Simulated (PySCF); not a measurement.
# C₆ coefficients of unlike pairs at UHF

Calculated with PySCF 2.14 from the dipole response of each species, C₆(A,B) = (3/π) ∫ α_A(iu) α_B(iu) du, in atomic units, from isotropic polarisabilities. For ions this is the dispersion term alone; charge-induced terms of lower order in 1/R come first.

```
species           configuration                                                                             basis      relativity  α (bohr³)  C₆ (like pair)
   Zr³⁺           [Kr] 4d1 (2D)              def2-QZVPPD with the def2 core potential (28 electrons) (7s5p4d3f2g)  core potential      5.422           22.17
     Al       [Ne] 3s2 3p1 (2P)                                                          aug-cc-pV(D+d)Z (5s4p3d)            none      59.98           548.5
   Sn²⁺      [Kr] 4d10 5s2 (1S)  x2c-QZVPPall with one added diffuse shell each of s, p, d, f type (14s10p8d5f1g)   spin-free X2C      17.90           103.5
    Kr⁺  [Ar] 3d10 4s2 4p5 (2P)   x2c-QZVPPall with one added diffuse shell each of s, p, d, f type (12s9p6d5f1g)   spin-free X2C      10.55           64.98
```

**Question.** Estimate C₆ for Kr⁺ with Sn²⁺.

**Answer.** The integral gives 79.96. The combination rule 2 C_A C_B / (C_A α_B/α_A + C_B α_A/α_B) gives 78.56 and the geometric mean 82.02.

No spin-orbit coupling is included.

The other pairs:

```json
{"pair": "Sn²⁺, Al", "C₆": "220.2"}
{"pair": "Kr⁺, Zr³⁺", "C₆": "37.44"}
{"pair": "Kr⁺, Al", "C₆": "155.6"}
{"pair": "Sn²⁺, Zr³⁺", "C₆": "45.20"}
{"pair": "Al, Zr³⁺", "C₆": "83.16"}
```
